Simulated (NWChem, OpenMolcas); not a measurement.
Exact exchange and the HOMO–LUMO gap of SnHClOF2

SnHClOF2: 6 atoms, total charge 0, spin state singlet. As SMILES, `[OH][Sn]([F])([F])[Cl]`. The shape is that of a PBE0-D4/def2-TZVP optimisation. This is one conformer, not always the lowest.

The HOMO–LUMO gap y, in eV, basis def2-SVP with a core potential; a is the functional's share of exact exchange. Programs: NWChem 7.3.0, OpenMolcas 26.06.

```
functional     program     a  y (eV)
      TPSS  OpenMolcas     0    4.71
    revPBE  OpenMolcas     0    4.50
     B3LYP  OpenMolcas   0.2    6.54
      PBE0      NWChem  0.25       ?
     BHLYP  OpenMolcas   0.5    9.64
```

Fit y = c + s·a to the known rows and predict PBE0.


1. Means of the 4 rows: a = 0.1750, y = 6.348.
2. Σ(Δa)² = 0.1675, Σ(Δa·Δy) = 1.6848, so the slope is 1.6848/0.1675 = 10.059.
3. Intercept: 6.348 − (10.059) × 0.1750 = 4.588. The largest residual of the fit is 0.12.
4. PBE0: 4.588 + (10.059) × 0.25 = 7.10 eV.

The run gave 7.18 eV, so the prediction is off by -0.08 eV, within the largest residual. Exact exchange lowers occupied levels and raises empty ones. The rows mix families of semi-local functionals, which the line can't see.
